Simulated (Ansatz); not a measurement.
`C[B](Cl)[GeH3]` + `BS` → `B[S][GeH3]` + `CBCl` at 600 K and 1 bar (cleavage of the Ge–B bond).

Gas-phase electronic energies from Ansatz, PBE0-D4/def2-TZVP geometries. CCSD(T)/CBS adds triple-zeta CCSD(T) − MP2 to the extrapolated MP2 energy (def2 sets, frozen cores). This one scheme is used for every species. For Ge outer-core shells are correlated without core-valence functions, which leaves a few kJ/mol of doubt a bond. Scalar relativity is left out up to krypton.

```tsv
species	CCSD(T)/CBS energy (Eh)	H − E (kJ/mol)	S (J/(mol·K))
`C[B](Cl)[GeH3]`	-2602.38061	230.4	462.2
`BS`	-424.38198	108.7	286.1
`B[S][GeH3]`	-2501.70931	171.2	398.5
`CBCl`	-525.07110	169.4	342.6
```

H − E and S are ideal-gas, rigid-rotor, harmonic terms from PBE0-D4/def2-TZVP, for one conformer and one mirror image of each species. 1 Eh = 2625.50 kJ/mol, R = 8.31446 J/(mol·K).

Task: By hand: ΔE, ΔH, ΔS and ΔG.

Result: ΔE = (-2501.70931) + (-525.07110) − (-2602.38061) − (-424.38198) = -0.01782 Eh = -46.8 kJ/mol. Δ(H − E) = 171.2 + 169.4 − 230.4 − 108.7 = 1.5, so ΔH = -45.3 kJ/mol. ΔS = 398.5 + 342.6 − 462.2 − 286.1 = -7.2 J/(mol·K). ΔG = -45.3 − 600 × (-7.2)/1000 = -41.0 kJ/mol.

Task: By hand: the equilibrium constant, and the temperature at which ΔG would vanish if ΔH and ΔS stayed fixed.

Result: log₁₀ K = −ΔG/(RT ln 10) = 3.6. ΔG = 0 at ΔH/ΔS = 6292 K, far beyond where these terms or the molecules hold.

The number of gas molecules stays the same, so ΔS is small and ΔH decides. A doubt of 5 kJ/mol in ΔE shifts log₁₀ K by 0.4 here. Other conformers and mirror images would add mixing entropy, several J/(mol·K) or more a flexible species. Modes under 60 cm⁻¹, often nearly free rotors, make the harmonic entropy too high. These are equilibria of isolated gas molecules and say nothing of rates. Largest T1 diagnostic: 0.015 (customary marks: 0.02 for closed shells, 0.045 for open ones).
